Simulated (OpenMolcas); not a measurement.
# Ge3+: CASPT2 settings compared

```json
{
 "Program": "OpenMolcas 26.06",
 "Basis": "ANO-RCC-VTZP [6s5p3d1f]",
 "Scalar Hamiltonian": "DKH4, point nucleus",
 "Active space": "1 electron in 8 orbitals (4s 4p 5s 5p)",
 "State averaging": "2S+1 = 2 even, 1 root; 2S+1 = 2 odd, 3 roots",
 "Spin-orbit coupling": "state interaction with AMFI integrals over the reference wave functions, term energies averaged over their components"
}
```

Methods on the same reference wave functions:
A. CASSCF
B. SS-CASPT2, IPEA 0.35 Eh, real shift 0.5 Eh (closed shells correlated: 3s 3p 3d)
C. SS-CASPT2, IPEA 0.15 Eh, no level shift (closed shells correlated: 3s 3p 3d)

Energies in cm⁻¹ above 4s ²S_1/2, the measured ground level; measured values from Sugar and Musgrove, J. Phys. Chem. Ref. Data 22, 1213 (1993).

```tsv
Level	A	B	C	Measured
4s ²S_1/2	0.0	0.0	0.0	0.0
4p ²P°_1/2	79124	81557	81574	81311
4p ²P°_3/2	81446	83879	83896	84102
```

Deviations, from unrounded energies. A percentage is the sum of absolute deviations over the sum of measured energies, with the sign that they share, or ± where signs differ.

| Against measurement | Levels | A | B | C |
| --- | --- | --- | --- | --- |
| mean absolute deviation (cm-1) | 2 | 2400 | 230 | 230 |
| other configurations (%) | 2 | -2.9 | ±0.3 | ±0.3 |

B, C lie about equally close to measurement and A furthest from it. The largest miss of B in the table is 4p ²P°_1/2, by +250 cm-1. The ranking rests on the paired levels alone, and a cruder setting can come out closer through cancelling errors.

Between B and C the level of the table that moves most is 4p ²P°_1/2, by 16 cm-1 (lowest in B, highest in C).

The two smallest mean deviations differ by little beside CASPT2's spread within terms, so their order carries little weight.

The lowest spin-free term lies below A's lowest term by 0.573 hartree in B, 0.574 hartree in C.

With one active electron outside closed inactive shells, the extra shells (5p 5s) add no correlation to the reference. With one active electron the reference holds no correlation, so core polarisation is missing (holds for A). With one active electron, CASPT2 adds the correlation within the correlated inactive shells and between them and that electron, and leaves the splitting within a term as the reference gives it (holds for B; C). Computed and measured levels are paired by configuration, term and J; levels that our copy of the source lacks, or whose pairing is in doubt (as where it misses far off the trend of its configuration), stay unpaired and out of the deviations. Only configurations of the active space appear.

° marks odd parity.
